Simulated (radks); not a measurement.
The numbers below are computed, except where a source is named.
Problem. Species: Nb. Configuration: [Kr] 4d4 5s1. Level of theory: scalar-relativistic Kohn-Sham, LDA (Slater exchange, VWN5 correlation), spin-polarised, spherical densities, finite nucleus; open shells are filled with parallel spins first (spin-orbit coupling, left out, can overturn this in heavy ions); Fermi nuclear charge, rms radius 4.324 fm (a radial shooting solver on a logarithmic mesh with Libxc functionals). Some entries of the table are withheld. Estimate them.

orbital  occ.  eigenvalue (Ry)  <1/r> (bohr^-1)  <r^2> (bohr^2)
1s up       1        -1380.356            42.35        0.001761
1s down     1        -1380.355            42.35        0.001761
2s up       1        -193.1009            9.514         0.02951
2s down     1        -193.0777            9.514         0.02951
2p up       3        -172.5555            9.268         0.02321
2p down     3        -172.5375            9.268         0.02321
3s up       1        -32.14772            3.247          0.2261
3s down     1        -32.13022            3.247          0.2261
3p up       3        -25.43347            3.088          0.2323
3p down     3        -25.41447            3.088          0.2321
3d up       5        -14.42053            2.853          0.2267
3d down     5        -14.39517            2.854          0.2264
4s up       1         -4.32174            1.173           1.530
4s down     1         -4.18812            1.181           1.512
4p up       3         -2.57621            1.029           1.966
4p down     3         -2.42648            1.038           1.935
5s up       1         -0.34307           0.3572           14.68
4d up       4         -0.28030           0.6303           6.005
5s down     0         -0.20942           0.3214           18.64
4d down     0         -0.10889           0.6081           7.555
5p up       0         -0.10775           0.2566             (1)
5p down     0         -0.03448           0.1959             (2)
6s up       0         -0.00253          0.08056           420.2

Solution. 
(1) 5p up <r^2> (bohr^2): 28.64
(2) 5p down <r^2> (bohr^2): 52.20
